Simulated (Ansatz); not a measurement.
C2H5ClOSi, SMILES `ClC1C[SiH2]O1` at its PBE0-D4/def2-TZVP geometry, where that method's forces vanish. The species carries charge 0 and has multiplicity 1.

| atom | x (Å) | y (Å) | z (Å) |
| --- | --- | --- | --- |
| Cl1 | -0.046 | -1.067 | -2.279 |
| C2 | -0.552 | -0.704 | -0.595 |
| C3 | 0.647 | -0.551 | 0.362 |
| Si4 | -0.005 | 1.199 | 0.508 |
| O5 | -1.173 | 0.560 | -0.520 |
| H6 | -1.259 | -1.493 | -0.337 |
| H7 | 0.563 | -1.182 | 1.246 |
| H8 | 1.611 | -0.710 | -0.113 |
| H9 | -0.565 | 1.636 | 1.811 |
| H10 | 0.779 | 2.313 | -0.082 |

Q: For each bond, give half the difference of the two atoms' forces along it (eV/Å; positive pushes the atoms apart) under PBE-D4, r2SCAN-D4, B3LYP-D4, ωB97M-V in def2-TZVPP. (An estimate is asked.)

A: Computed: 
```
   bond  length (Å)  PBE-D4  r2SCAN-D4  B3LYP-D4  ωB97M-V
 Cl1–C2       1.795    0.25       0.24      0.26     0.00
  C2–C3       1.542   -0.01       0.06      0.16     0.14
  C2–O5       1.410    0.41       0.27      0.27     0.24
  C2–H6       1.090    0.07      -0.12     -0.26    -0.22
 C3–Si4       1.873    0.10       0.05      0.21     0.13
  C3–H7       1.090    0.07      -0.05     -0.10    -0.09
  C3–H8       1.087    0.08      -0.06     -0.10    -0.08
 Si4–O5       1.683    0.47       0.09      0.14     0.09
 Si4–H9       1.484    0.00      -0.03     -0.15    -0.16
Si4–H10       1.484   -0.01      -0.04     -0.15    -0.16
```

B3LYP here is the variant with VWN-RPA as its local correlation; programs differ in this.
